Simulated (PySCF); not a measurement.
BCl₃ (SMILES ClB(Cl)Cl), singlet, geometry from GFN2-xTB; DF-R2SCAN/pcseg-1 (PySCF).

Input for PySCF:
```python
from pyscf import gto, scf, dft

mol = gto.Mole()
mol.atom = '''
    B    -0.000129    0.000175   -0.010652
    Cl    0.026664    1.722908    0.028970
    Cl    1.478870   -0.884263   -0.031397
    Cl   -1.505497   -0.838697    0.005559
'''
mol.basis = 'pcseg-1'
mol.charge = 0
mol.spin = 0
mol.verbose = 4
mol.build()

mf = dft.RKS(mol)
mf.xc = 'r2scan'
mf = mf.density_fit(auxbasis='def2-universal-jkfit')
mf.kernel()
```

What the program printed (banner, timings and long lists left out):

```
PySCF version 2.14.0

[INPUT] verbose = 4
[INPUT] num. atoms = 4
[INPUT] num. electrons = 56
[INPUT] charge = 0
[INPUT] spin (= nelec alpha-beta = 2S) = 0
[INPUT] symmetry False subgroup None
[INPUT] Mole.unit = angstrom
[INPUT] Symbol           X                Y                Z      unit          X                Y                Z       unit  Magmom
[INPUT]  1 B     -0.000129000000   0.000175000000  -0.010652000000 AA   -0.000243774670   0.000330702072  -0.020129362679 Bohr   0.0
[INPUT]  2 Cl     0.026664000000   1.722908000000   0.028970000000 AA    0.050387657385   3.255824257822   0.054745365829 Bohr   0.0
[INPUT]  3 Cl     1.478870000000  -0.884263000000  -0.031397000000 AA    2.794659273836  -1.671014892086  -0.059331731133 Bohr   0.0
[INPUT]  4 Cl    -1.505497000000  -0.838697000000   0.005559000000 AA   -2.844977011354  -1.584907631494   0.010504987526 Bohr   0.0

nuclear repulsion = 232.002564441068
number of shells = 12
number of NR pGTOs = 157
number of NR cGTOs = 68
basis = pcseg-1
ecp = {}

******** <class 'pyscf.df.df_jk.DFRKS'> ********
method = DFRKS
initial guess = minao
damping factor = 0
level_shift factor = 0
DIIS = <class 'pyscf.scf.diis.CDIIS'>
diis_start_cycle = 1
diis_space = 8
diis_damp = 0
SCF conv_tol = 1e-09
SCF conv_tol_grad = None
SCF max_cycles = 50
direct_scf = False
XC library pyscf.dft.libxc version 7.1.2
    S. Lehtola, C. Steigemann, M. J. T. Oliveira, and M. A. L. Marques,  SoftwareX 7, 1–5 (2018)
XC functionals = r2scan
    J. W. Furness, A. D. Kaplan, J. Ning, J. P. Perdew, and J. Sun,  J. Phys. Chem. Lett. 11, 8208–8215 (2020)
    J. W. Furness, A. D. Kaplan, J. Ning, J. P. Perdew, and J. Sun,  J. Phys. Chem. Lett. 11, 9248–9248 (2020)
    J. W. Furness, A. D. Kaplan, J. Ning, J. P. Perdew, and J. Sun,  J. Phys. Chem. Lett. 11, 8208–8215 (2020)
    J. W. Furness, A. D. Kaplan, J. Ning, J. P. Perdew, and J. Sun,  J. Phys. Chem. Lett. 11, 9248–9248 (2020)
radial grids:
    Treutler-Ahlrichs [JCP 102, 346 (1995); DOI:10.1063/1.469408] (M4) radial grids

becke partition: Becke, JCP 88, 2547 (1988); DOI:10.1063/1.454033
pruning grids: <function nwchem_prune>
grids dens level: 3
symmetrized grids: False
atomic radii adjust function: <function treutler_atomic_radii_adjust>
small_rho_cutoff = 0
Set gradient conv threshold to 3.16228e-05
Initial guess from minao.
tot grids = 70688
init E= -1405.86102802043
  HOMO = -0.330325788425431  LUMO = -0.0899774009735921  gap/eV = 6.54021
cycle= 1 E= -1405.38237171655  delta_E= 0.479  |g|= 0.227  |ddm|= 2.39
  HOMO = -0.283450705079953  LUMO = -0.102519018459536  gap/eV = 4.92340
cycle= 2 E= -1405.36300328441  delta_E= 0.0194  |g|= 0.351  |ddm|= 0.66
  HOMO = -0.29500325087433  LUMO = -0.0814820278898021  gap/eV = 5.81021
cycle= 3 E= -1405.39676148365  delta_E= -0.0338  |g|= 0.0458  |ddm|= 0.395
  HOMO = -0.301432112406052  LUMO = -0.0885695750120057  gap/eV = 5.79228
cycle= 4 E= -1405.39738204091  delta_E= -0.000621  |g|= 0.00386  |ddm|= 0.0614
  HOMO = -0.301000640539656  LUMO = -0.0880092634551128  gap/eV = 5.79579
cycle= 5 E= -1405.39738628461  delta_E= -4.24e-06  |g|= 9.57e-05  |ddm|= 0.00527
  HOMO = -0.300991400268316  LUMO = -0.0880133270163883  gap/eV = 5.79543
cycle= 6 E= -1405.39738628664  delta_E= -2.03e-09  |g|= 4.65e-05  |ddm|= 0.000144
  HOMO = -0.300989286377412  LUMO = -0.0880108544552884  gap/eV = 5.79544
cycle= 7 E= -1405.39738628725  delta_E= -6.11e-10  |g|= 6.61e-06  |ddm|= 5.43e-05
  HOMO = -0.300988711112254  LUMO = -0.0880100759492386  gap/eV = 5.79544
Extra cycle  E= -1405.39738628726  delta_E= -7.28e-12  |g|= 5.87e-06  |ddm|= 1.43e-05
converged SCF energy = -1405.39738628726
```
